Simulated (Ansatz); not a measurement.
Wavefunction ladder for `O[Si](F)([SiH3])I`

```xyz
9

O     1.268   -1.394    0.487
Si   -0.133   -0.815   -0.102
F    -1.364   -1.558    0.588
Si   -0.237    1.484    0.273
I    -0.318   -1.328   -2.488
H     1.564   -2.268    0.223
H     0.876    2.127   -0.469
H    -1.540    1.981   -0.237
H    -0.117    1.773    1.725
```

Total charge 0; spin multiplicity 1. Correlated methods include outer-core shells of I, which these sets cover unevenly. I: def2 effective core potential. Geometry: relaxed with PBE0-D4/def2-TZVP. It is one conformer, not always the lowest. Frozen core, restricted reference, Ansatz 0.2.0.

```tsv
basis	HF (Eh)	MP2 corr.	CCSD corr.	(T)	CCSD(T) total
def2-SVP	-1050.96997	-0.68030	-0.72166	-0.01572	-1051.70735
def2-TZVPP	-1051.42679	-1.22548	-1.22559	-0.03605	-1052.68843
def2-QZVPP	-1051.45477	-1.46074	–	–	–
```
